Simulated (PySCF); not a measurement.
**Vibration and rotation of SnP**

HSE06 constants of SnP, ²Π (doublet), unpaired electrons π ↑ (PySCF, scalar-relativistic core potentials, basis sets Sn cc-pVDZ-PP with ECP28, P cc-pV(D+d)Z; masses 119.9022 and 30.9738 u):

| Item | Value |
| --- | --- |
| ωe | 414.9 cm⁻¹ |
| ωexe | 1.91 cm⁻¹ |
| Be | 0.12373 cm⁻¹ |
| αe | 0.000516 cm⁻¹ |
| D (centrifugal) | 4.4e-08 cm⁻¹ |
| De to Sn + P | 2.77 eV |

Task: Give the vibrational terms G(v) and spacings up to v = 3.

Result: G(v) = ωe(v+½) − ωexe(v+½)².

| v | G(v) (cm⁻¹) | G(v) − G(v−1) | Bv (cm⁻¹) |
| --- | --- | --- | --- |
| 0 | 207 |  | 0.1235 |
| 1 | 618 | 411 | 0.1230 |
| 2 | 1025 | 407 | 0.1224 |
| 3 | 1429 | 403 | 0.1219 |

Task: How well does the Morse estimate ωe²/(4ωexe) reproduce De, and what is D0?

Result: It gives 2.79 eV, 101 % of the computed De. D0 = De − G(0) = 2.77 − 0.03 = 2.74 eV.

Spin–orbit coupling is left out, which matters for elements this heavy, above all for dissociation energies. The state is the lowest determinant that a PBE0 search found; another state may lie lower at other levels.
